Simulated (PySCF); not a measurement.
Identify the unknown among the candidates.

All candidates are C9H10.

| technique | computed result |
| --- | --- |
| 13C NMR | chemical shifts (computed TMS as zero) by class: 165.8 (1 C), 154.3 (1 C), 153.0 (1 C), 147.0 (1 C), 142.8 (1 C), 118.1 (1 C), 51.9 (1 C), 48.2 (1 C), 21.9 (1 C) ppm [GIAO PBE0/pcSseg-1] |
| Dipole | 0.37 D [PBE0/pcSseg-1] |
| 1H NMR | chemical shifts (computed TMS as zero) by class: 7.05 (1 H), 6.86 (1 H), 6.65 (1 H), 5.35 (1 H), 5.25 (1 H), 3.96 (1 H), 3.86 (1 H), 2.00 (3 H) ppm [GIAO PBE0/pcSseg-1] |
| Rotational structure | rotational constants A, B, C: 3.669, 1.246, 1.040 GHz [GFN2-xTB] |

Gas-phase values; electronic properties from PySCF, density fitting. Levels stand in brackets. Isolated species at its GFN2-xTB geometry (one conformer only). NMR classes are plain means over equivalent atoms (diastereotopic ones count apart unless rotation or inversion swaps them), as if these changed places fast.

Question: Which candidate is it?
A. `C=CCc1ccccc1`
B. `C=C(C)C1=C[C@@H]2C=C[C@H]12`
C. `C=Cc1ccccc1C`
D. `C=C1C=CC=CC=C1C`
E. `c1ccc(C2CC2)cc1`

Answer: B. It is `C=C(C)C1=C[C@@H]2C=C[C@H]12`. Numbering: `[CH2:1]=[C:2]([CH3:3])[C:4]1=[CH:5][C@@H:6]2[CH:7]=[CH:8][C@H:9]12`. Its formula, C9H10, gives 5 degrees of unsaturation: 2 rings and 3 π bonds in the structure found. 9 carbons fall into 9 classes; from least to most shielded: fully substituted alkene carbon [C4] (165.8 ppm), alkene CH carbon [C7] (154.3 ppm), alkene CH carbon [C8] (153.0 ppm), fully substituted alkene carbon [C2] (147.0 ppm), alkene CH carbon [C5] (142.8 ppm), terminal =CH2 carbon [C1] (118.1 ppm), sp3 carbon at a ring junction [C9] (51.9 ppm), sp3 carbon at a ring junction [C6] (48.2 ppm), allylic carbon [C3] (21.9 ppm). Hydrogen classes from least to most shielded: 1 H on an alkene CH carbon, C8 (7.05 ppm), 1 H on an alkene CH carbon, C7 (6.86 ppm), 1 H on an alkene CH carbon, C5 (6.65 ppm), 1 H on a terminal =CH2 carbon, C1 (5.35 ppm), 1 H on a terminal =CH2 carbon, C1 (5.25 ppm), 1 H on an sp3 carbon at a ring junction, C9 (3.96 ppm), 1 H on an sp3 carbon at a ring junction, C6 (3.86 ppm), 3 H on an allylic carbon, C3 (2.00 ppm). The optimised geometry has point group C1 and is an asymmetric top.

The others, at the same levels:
- `C=C1C=CC=CC=C1C` fails: its computed 13C shifts are 154.6 (1 C), 149.6 (1 C), 142.5 (1 C), 138.1 (1 C), 137.7 (1 C), 134.1 (1 C), 133.3 (1 C), 116.5 (1 C), 29.0 (1 C) ppm, 1H shifts are 6.34 (1 H), 6.33 (1 H), 6.31 (1 H), 6.21 (1 H), 6.16 (1 H), 4.89 (1 H), 4.83 (1 H), 2.09 (3 H) ppm and rotational constant A is 2.560 GHz (against 3.669 GHz).
- `c1ccc(C2CC2)cc1` fails: it has 6 carbon classes against 9; its computed 13C shifts are 150.8 (1 C), 133.9 (2 C), 130.6 (1 C), 129.6 (2 C), 19.0 (1 C), 14.6 (2 C) ppm, 1H shifts are 7.55 (2 H), 7.41 (1 H), 7.20 (2 H), 1.71 (1 H), 1.05 (2 H), 0.65 (2 H) ppm and rotational constant A is 4.291 GHz (against 3.669 GHz).
- `C=CCc1ccccc1` fails: it has 7 carbon classes against 9; its computed 13C shifts are 149.9 (1 C), 146.5 (1 C), 134.4 (2 C), 134.3 (2 C), 131.5 (1 C), 118.6 (1 C), 48.1 (1 C) ppm, 1H shifts are 7.61 (2 H), 7.50 (2 H), 7.48 (1 H), 6.12 (1 H), 5.44 (1 H), 5.11 (1 H), 3.38 (2 H) ppm and rotational constant A is 3.950 GHz (against 3.669 GHz).
- `C=Cc1ccccc1C` fails: its computed 13C shifts are 145.0 (1 C), 143.1 (1 C), 140.5 (1 C), 135.1 (1 C), 133.9 (1 C), 132.0 (1 C), 131.8 (1 C), 122.3 (1 C), 23.1 (1 C) ppm, 1H shifts are 7.73 (1 H), 7.49 (1 H), 7.49 (1 H), 7.44 (1 H), 7.26 (1 H), 5.90 (1 H), 5.60 (1 H), 2.45 (3 H) ppm and rotational constant A is 2.545 GHz (against 3.669 GHz).

Each candidate is one conformer, not necessarily the lowest. Dipoles, sizes and rotational constants follow the conformer. The torsions of the flexible species, by atom-mapped SMILES:
- `[CH2:1]=[C:2]([CH3:3])[C:4]1=[CH:5][C@@H:6]2[CH:7]=[CH:8][C@H:9]12`: C1–C2–C4–C5 177°
- `[cH:1]1[cH:2][cH:3][c:4]([CH:5]2[CH2:6][CH2:7]2)[cH:8][cH:9]1`: C3–C4–C5–C6 -144°
- `[CH2:1]=[CH:2][CH2:3][c:4]1[cH:5][cH:6][cH:7][cH:8][cH:9]1`: C1–C2–C3–C4 -117°, C2–C3–C4–C5 81°
- `[CH2:1]=[CH:2][c:3]1[cH:4][cH:5][cH:6][cH:7][c:8]1[CH3:9]`: C1–C2–C3–C4 34°
